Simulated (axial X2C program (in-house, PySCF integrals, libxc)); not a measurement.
## Low determinants of ZrH⁺ at the PBE0 level, with spin–orbit coupling

Calculated with an in-house all-electron X2C program for linear molecules (integrals from PySCF). Two-component (2c) means X2C with spin–orbit coupling and atomic mean-field two-electron Coulomb and Gaunt terms. Basis: Zr dyall-cv3z [11s12p9d6f3g], H dyall-v3z [6s2p1d] (cores contracted in-house); Gaussian nuclei, density fitting, unrestricted open shells. Masses: Zr 89.905 u, H 1.008 u.

Search at 1.803 Å (vertical energies from the lowest determinant):

```json
{"ΔE (eV)": "0.00", "state": "Ω = 1", "electrons beyond evenly filled partner blocks": "ω = -1/2, ω = 3/2", "electrons in ±ω = 1/2, 3/2, 5/2, 7/2": "27 11 2 0"}
{"ΔE (eV)": "0.10", "state": "Ω = 2", "electrons beyond evenly filled partner blocks": "ω = 1/2, ω = 3/2", "electrons in ±ω = 1/2, 3/2, 5/2, 7/2": "27 11 2 0"}
{"ΔE (eV)": "0.10", "state": "Ω = 3", "electrons beyond evenly filled partner blocks": "ω = 1/2, ω = 5/2", "electrons in ±ω = 1/2, 3/2, 5/2, 7/2": "27 10 3 0"}
{"ΔE (eV)": "0.21", "state": "Ω = 1", "electrons beyond evenly filled partner blocks": "ω = -3/2, ω = 5/2", "electrons in ±ω = 1/2, 3/2, 5/2, 7/2": "26 11 3 0"}
{"ΔE (eV)": "0.24", "state": "Ω = 4", "electrons beyond evenly filled partner blocks": "ω = 3/2, ω = 5/2", "electrons in ±ω = 1/2, 3/2, 5/2, 7/2": "26 11 3 0"}
{"ΔE (eV)": "0.30", "state": "Ω = 2", "electrons beyond evenly filled partner blocks": "ω = -1/2, ω = 5/2", "electrons in ±ω = 1/2, 3/2, 5/2, 7/2": "27 10 3 0"}
{"ΔE (eV)": "0.62", "state": "Ω = 3", "electrons beyond evenly filled partner blocks": "2 × ω = 3/2", "electrons in ±ω = 1/2, 3/2, 5/2, 7/2": "26 12 2 0"}
```

Lowest determinant, Ω = 1 (⟨Sz⟩ = -1.00, ⟨Lz⟩ = 2.00 at PBE0): Re = 1.802 Å, ωe = 1763.8 cm⁻¹.

The determinant in row 2 of the search, Ω = 2 (⟨Sz⟩ = -1.00, ⟨Lz⟩ = 3.00 at PBE0), was followed along the bond at PBE0; measured from the minimum of the lowest determinant it gives:

Te = 0.096 eV (776 cm⁻¹), Re = 1.807 Å, ωe = 1743.2 cm⁻¹.

Compare the bond of the determinant in row 2 with that of the lowest one.

At PBE0 its Re is 0.005 Å longer and its force constant, which goes as ωe², is 0.98 times that of the lowest determinant. T0 ≈ Te + Δωe/2 = 776 + (-10) = 766 cm⁻¹.

The search compares states at one distance, so a state with another bond length can lie lower; it is not exhaustive and yields mostly the lowest determinant of each block pattern, so other components and higher states of one pattern are missing. These are energies of single determinants, not of spin-adapted states; PBE0 term energies can be off by some tenths of an eV, and the functional has no current term. Open-shell Ω = 0 determinants with evenly filled partner blocks cannot be reached by this program, so the Ω shown need not be the lowest component. The lowest determinant need not be the ground state where others lie within half an eV.
